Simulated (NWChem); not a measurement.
# thionyl fluoride (SOF₂); SMILES O=S(F)F

All runs: NWChem. Medium grid unless said otherwise, to which SCAN and Minnesota functionals are sensitive. Coordinates come from a PBE0/def2-SVP optimisation. Hybrids' shares of exact exchange are those that their runs print; pure functionals count as 0. The functionals differ in more than this share.

```csv
row,share of exact exchange,orbital gap (eV)
"LDA (Slater exchange, VWN5)/def2-TZVPD",0.00,5.65
PBE/def2-TZVPD,0.00,5.70
B3LYP/def2-TZVPD,0.20,7.71
PBE0/def2-TZVPD,0.25,8.22
M06-2X/def2-TZVPD,0.54,10.65
Hartree-Fock/def2-TZVPD,1.00,withheld
```

### Question
Fit a straight line of the last column on the one before it, predict the withheld value, and compare with the run.

### Answer

1. Means of the 5 shown rows: x = 0.198, y = 7.586. Slope Σ(x − x̄)(y − ȳ)/Σ(x − x̄)² = 1.838/0.1981 = 9.278; intercept 5.749.
2. The shown rows scatter about the line by 0.108 (root mean square); the largest residual is +0.15, at PBE0/def2-TZVPD.
3. At x = 1.00 (Hartree-Fock/def2-TZVPD; beyond the shown range) the line gives 15.03.
4. The run gives 15.11, +0.08 from the line, 0.7 times the scatter.
